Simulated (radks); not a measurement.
Values are calculated unless marked as measured or tabulated.
Ionisation of the terbium ion Tb3+, [Xe] 4f8, to [Xe] 4f7 as the strength of local exchange is varied. Level of theory: scalar-relativistic Kohn-Sham, Slater X-alpha exchange (alpha = 2/3 is LDA exchange), no correlation, spin-polarised, spherical densities, finite nucleus; open shells are filled with parallel spins first (spin-orbit coupling, left out, can overturn this in heavy ions); Fermi nuclear charge, rms radius 5.06 fm (a radial shooting solver on a logarithmic mesh with Libxc functionals).

alpha  E(Tb3+) (hartree)  exchange (hartree)  IE (eV)  -e of the level emptied (eV)  <r> of it (bohr)
0.565        -11655.7670           -203.5511   36.444                   27.239 (4f)            0.8720
0.567        -11656.4904           -204.2849   36.496                   27.286 (4f)            0.8716
0.584        -11662.6407           -210.5260   36.941                   27.691 (4f)            0.8685
0.667        -11692.7173           -241.0928   39.165                   29.726 (4f)            0.8541
0.942        -11792.9438           -343.4983   47.076                   37.071 (4f)            0.8118
1.011        -11818.2296           -369.4639   49.186                   39.052 (4f)            0.8023
1.013        -11818.9633           -370.2181   49.248                   39.111 (4f)            0.8020
1.025        -11823.3667           -374.7455   49.620                   39.461 (4f)            0.8004

NIST Atomic Spectra Database: 39.33 eV (semi-empirical). The Delta-SCF value meets it near alpha = 0.67. Open shells are spherical and high-spin; term and fine-structure splittings are not resolved. Spin-orbit splitting is averaged out at the scalar-relativistic level. No tabulated value is given for the 4+ ions of Nd, Pm and Eu to Yb, where it belongs to another shell than the one emptied here.
